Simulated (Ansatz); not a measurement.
This geometry of BrGeH3 + FH (7 atoms, charge 0, multiplicity 1) is a first-order saddle point.

Theory: RKS B3LYP/def2-SVP (Ansatz).

```xyz
7
Properties=species:S:1:pos:R:3
Ge -0.558 0.061 -0.480
Br 0.723 1.085 1.799
H -0.665 -1.093 -1.501
H -1.809 0.045 0.403
H -0.152 1.353 -1.191
H 1.329 -0.415 0.888
F 1.132 -1.036 0.083
```

(1) Which two structures does it join? (They come from a converged band through this point; their orientation in space is the band's.)

(2) How far does it lie above each of them?

Results:

(1) Bonds broken: Ge1–Br2, H6–F7. Bonds formed: Ge1–F7, Br2–H6. BrGeH3 + FH becomes BrH + FGeH3.

First end point:

```xyz
7
Properties=species:S:1:pos:R:3
Ge -0.892 0.210 -0.246
Br 0.109 0.406 1.887
H -0.803 -1.267 -0.641
H -2.346 0.668 -0.048
H -0.118 1.144 -1.182
H 1.903 -0.444 0.545
F 2.148 -0.716 -0.315
```

Last end point:

```xyz
7
Properties=species:S:1:pos:R:3
Ge -0.737 -0.130 -0.872
Br 1.815 0.866 2.603
H -1.056 -1.144 -1.981
H -1.860 -0.008 0.169
H -0.266 1.225 -1.418
H 1.453 0.006 1.507
F 0.652 -0.816 -0.009
```

(2) 1.08 eV above the first and 1.00 eV above the second. This is the barrier of this one path; another mechanism may lie lower. The orbitals stay closed-shell, which can raise the energy where a bond breaks towards radicals; this wasn't checked here.

Run time: 3.2 min on 2 threads of Arm Neoverse V1, with other jobs on the host, peak memory 0.23 GiB.
